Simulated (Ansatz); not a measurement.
C5H12N, doublet, geometry from GFN2-xTB. Base run: PBE/STO-3G (Ansatz, a first-principles code).

The Ansatz input:
Ansatz 0.2 input:
```yaml
crystal:
  periodic: [false, false, false]
  atoms:
    - {symbol: C, position_ang: [-0.15551325, -0.24560314, -1.75467099]}
    - {symbol: N, position_ang: [0.06306170, 0.08609571, -0.42785088]}
    - {symbol: C, position_ang: [1.00637347, -0.67626077, 0.34959213]}
    - {symbol: C, position_ang: [2.23211747, 0.16851908, 0.71024644]}
    - {symbol: C, position_ang: [-0.98313798, 0.77345311, 0.28137186]}
    - {symbol: C, position_ang: [-2.18143035, -0.12375894, 0.61371895]}
    - {symbol: H, position_ang: [-0.75686024, 0.44579200, -2.31671610]}
    - {symbol: H, position_ang: [0.65608945, -0.73282276, -2.26187803]}
    - {symbol: H, position_ang: [1.32639584, -1.54632624, -0.22876173]}
    - {symbol: H, position_ang: [0.53430535, -1.03765612, 1.27076250]}
    - {symbol: H, position_ang: [2.72295681, 0.51649522, -0.19494052]}
    - {symbol: H, position_ang: [1.93924894, 1.03599440, 1.29694076]}
    - {symbol: H, position_ang: [2.93823080, -0.42123390, 1.28915438]}
    - {symbol: H, position_ang: [-0.56328491, 1.18526270, 1.20372455]}
    - {symbol: H, position_ang: [-1.32532720, 1.60664863, -0.33987297]}
    - {symbol: H, position_ang: [-2.58790607, -0.54229888, -0.30332560]}
    - {symbol: H, position_ang: [-1.88102301, -0.94282199, 1.26319282]}
    - {symbol: H, position_ang: [-2.95471387, 0.45220111, 1.11512572]}
basis:
  gaussian:
    orbitals: STO-3G
hamiltonian:
  xc: pbe
magnetization: {spin_polarized: true, initial_magnetization: 1}
```

The bond that is stretched is that between atoms 9 and 3. A test that says stable can miss a lower solution.

Each row names what was changed in the base input (with any setting that the change needs).

```tsv
change	ΔE vs base (mEh)	<S^2>	stability test says
base	0.000	0.751	minimum
spin_polarized = on; lower_state_search = off	0.000	0.751	undecided (no full test)
spin_polarized = on; lower_state_search = standard	0.000	0.751	minimum
bond × 1.25	29.368	0.751	minimum
spin_polarized = on; lower_state_search = off; bond × 1.25	29.368	0.751	undecided (no full test)
spin_polarized = on; lower_state_search = standard; bond × 1.25	29.368	0.751	minimum
bond × 1.5	85.351	0.752	minimum
spin_polarized = on; lower_state_search = off; bond × 1.5	85.351	0.752	undecided (no full test)
spin_polarized = on; lower_state_search = standard; bond × 1.5	85.351	0.752	minimum
bond × 1.8	144.9	0.779	minimum
spin_polarized = on; lower_state_search = off; bond × 1.8	144.9	0.779	undecided (no full test)
spin_polarized = on; lower_state_search = standard; bond × 1.8	144.9	0.779	minimum
bond × 2.2	186.0	1.167	minimum
spin_polarized = on; lower_state_search = off; bond × 2.2	186.0	1.167	undecided (no full test)
spin_polarized = on; lower_state_search = standard; bond × 2.2	186.0	1.167	minimum
bond × 3.0	198.0	1.357	minimum
spin_polarized = on; lower_state_search = off; bond × 3.0	198.6	1.357	undecided (no full test)
spin_polarized = on; lower_state_search = standard; bond × 3.0	198.0	1.357	minimum
```

On stretching, the SCF can end on different states; <S^2> shows the spin contamination of each.
